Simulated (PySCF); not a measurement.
C5H9NOS.
SMILES: `CN(C)C(=O)[C@@H]1CS1`

Vertical excitations from PySCF (density fitting, frozen core in the response, grid level 2 and gas phase unless stated; continuum runs use non-equilibrium linear response for the excitations) on a GFN2-xTB geometry. Reference run:

```csv
settings,"S1, eV (f)","S2, eV (f)","S3, eV (f)","S4, eV (f)","S5, eV (f)","S6, eV (f)","T1, eV (Tamm–Dancoff)",mean α (au)
"PBE0/def2-SVPD, full TDDFT, 6 singlets",4.41 (0.004),5.41 (0.011),5.69 (0.060),5.81 (0.012),6.17 (0.008),6.51 (0.050),3.96,89.7
```

**Question.** What do these settings give: B97-D/pcseg-1, TDA, 12 singlets?

**Answer.** 
| settings | S1, eV (f) | S2, eV (f) | S3, eV (f) | S4, eV (f) | S5, eV (f) | S6, eV (f) | T1, eV (Tamm–Dancoff) | mean α (au) |
| --- | --- | --- | --- | --- | --- | --- | --- | --- |
| B97-D/pcseg-1, TDA, 12 singlets | 4.13 (0.009) | 4.90 (0.019) | 4.96 (0.011) | 5.32 (0.011) | 5.87 (0.003) | 6.13 (0.002) | – | 79.3 |

S1 moves by -0.28 eV; functional, basis and response scheme change together, so the shift can't be laid on one. States are counted by energy in each run and needn't keep their character from row to row.

**Question.** Which orbital pairs make up S1 in each run, and how does it sit against the orbital gap?

**Answer.** 
```
                              settings  S1 configurations (weight)  S1 (eV)  orbital gap (eV)  S1 − gap (eV)
PBE0/def2-SVPD, full TDDFT, 6 singlets                    H→L 0.97     4.41              6.05          -1.64
       B97-D/pcseg-1, TDA, 12 singlets                    H→L 0.99     4.13              3.97          +0.16
```

Shape of the structure used: `[CH3:1][N:2]([CH3:3])[C:4](=[O:5])[C@@H:6]1[CH2:7][S:8]1`: C1–N2–C4–O5 178°, N2–C4–C6–C7 161°.

One conformer stands for the species.
